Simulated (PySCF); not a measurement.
Compound: C₆H₁₁S (charge -1).
SMILES with atom numbers: `[CH2:1]=[CH:2][CH2:3][CH2:4][CH2:5][CH2:6][S-:7]` (hydrogens: H8, H9 on C1; H10 on C2; H11, H12 on C3; H13, H14 on C4; H15, H16 on C5; H17, H18 on C6)

Structure used (GFN2-xTB), in Å, numbered top down from 1:
```xyz
18
C6H11S angstrom
C     -3.2479    0.2993    0.0466
C     -2.1731    0.5593   -0.6914
C     -0.8141    0.8448   -0.1498
C      0.1880   -0.2432   -0.5623
C      1.5951    0.0391   -0.0426
C      2.6107   -1.0108   -0.4859
S      4.2638   -0.6245    0.1294
H     -4.2047    0.0684   -0.3934
H     -3.2078    0.3098    1.1236
H     -2.2460    0.5345   -1.7722
H     -0.4572    1.8055   -0.5356
H     -0.8501    0.9099    0.9399
H      0.2158   -0.3116   -1.6542
H     -0.1567   -1.2091   -0.1808
H      1.5895    0.0765    1.0502
H      1.9331    1.0159   -0.4011
H      2.6406   -1.0568   -1.5835
H      2.3122   -2.0008   -0.1134
```

Structure optimised with GFN2-xTB, isolated species.

Masses are those of the commonest isotopes; rigid-rotor values at the optimised geometry. The values belong to one conformer with, in the numbering `[CH2:1]=[CH:2][CH2:3][CH2:4][CH2:5][CH2:6][S-:7]`, C1–C2–C3–C4 116°, C2–C3–C4–C5 179°, C3–C4–C5–C6 -178°, C4–C5–C6–S7 179°.

**Question.** Give the principal moments of inertia and the rotational constants in MHz.

**Answer.** Ia = 42.46, Ib = 874.48, Ic = 883.95 u·Å²; 505379 MHz·u·Å²/I gives A = 11904, B = 577.9, C = 571.7 MHz.

**Question.** Classify the top.

**Answer.** A near-prolate asymmetric top. Ray's parameter κ = (2B − A − C)/(A − C) = -0.999; −1 is the prolate and +1 the oblate limit.

**Question.** What does the inertial defect say?

**Answer.** Not planar: Δ = Ic − Ia − Ib = -32.98 u·Å². For a rigid frame Δ = −2 Σ m c², so Σ m c² = 16.49 u·Å² lies off the ab plane: 10.12 from hydrogen and 6.37 from heavier atoms. The atom farthest from that plane is 1.40 Å away.

**Question.** List the rotational levels J(Ka,Kc) to J = 5 (MHz).

**Answer.** Above 0(0,0):
J = 1: 1(0,1) 1150, 1(1,1) 12475, 1(1,0) 12482
J = 2: 2(0,2) 3449, 2(1,2) 14769, 2(1,1) 14787, 2(2,1) 48765, 2(2,0) 48765
J = 3: 3(0,3) 6898, 3(1,3) 18208, 3(1,2) 18245, 3(2,2) 52213, 3(2,1) 52213, 3(3,1) 108858, 3(3,0) 108858
J = 4: 4(0,4) 11496, 4(1,4) 22794, 4(1,3) 22856, 4(2,3) 56812, 4(2,2) 56812, 4(3,2) 113457, 4(3,1) 113457, 4(4,1) 192759, 4(4,0) 192759
J = 5: 5(0,5) 17245, 5(1,5) 28527, 5(1,4) 28620, 5(2,4) 62560, 5(2,3) 62560, 5(3,3) 119205, 5(3,2) 119205, 5(4,2) 198507, 5(4,1) 198507, 5(5,1) 300467, 5(5,0) 300467

**Question.** Estimate the classical rotational partition function at 10 K, 25 K and 298.15 K.

**Answer.** Point group C1, symmetry number σ = 1; q = (√π/σ)·√((kT/h)³/(ABC)), k/h = 20836.6 MHz/K: 2690 at 10 K, 10600 at 25 K, 438000 at 298.15 K.

Not checked by GFN2-xTB frequencies. Constants of a rigid frame at the computed geometry: no zero-point averaging, no centrifugal distortion.
